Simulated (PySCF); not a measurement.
Bromine: a sound run and one with changed settings

Sound run: Br [Ar] 3d10 4s2 4p5, Br⁺ [Ar] 3d10 4s2 4p4. All numbers are calculated (PySCF 2.14, scalar relativity through the core potential, in cc-pVTZ-PP with ECP10MDF). The sound run starts from symmetry-adapted Hartree-Fock orbitals and uses a fine grid where one is needed.

Changed run: basis STO-3G, all-electron and non-relativistic. This setting is unsound on purpose.

```json
{"species": "Br", "method": "UHF", "sound run (hartree)": "-415.49139", "changed run (hartree)": "-2544.63678", "converged": "yes"}
{"species": "Br", "method": "M06-2X", "sound run (hartree)": "-416.99019", "changed run (hartree)": "-2545.97225", "converged": "yes"}
{"species": "Br", "method": "TPSS", "sound run (hartree)": "-416.72719", "changed run (hartree)": "-2545.86831", "converged": "yes"}
{"species": "Br⁺", "method": "UHF", "sound run (hartree)": "-415.09668", "changed run (hartree)": "-2544.32459", "converged": "yes"}
{"species": "Br⁺", "method": "M06-2X", "sound run (hartree)": "-416.56233", "changed run (hartree)": "-2545.61611", "converged": "yes"}
{"species": "Br⁺", "method": "TPSS", "sound run (hartree)": "-416.29380", "changed run (hartree)": "-2545.51395", "converged": "yes"}
```

Ionisation energy of Br:

```csv
method,sound run (eV),changed run (eV)
UHF,10.741,8.495
M06-2X,11.643,9.691
TPSS,11.793,9.643
```

A minimal basis cannot let orbitals breathe on ionisation and holds almost no correlation. The Hamiltonian changed with the basis, so the totals do not compare.

For comparison, NIST gives 11.814 eV between the lowest levels.
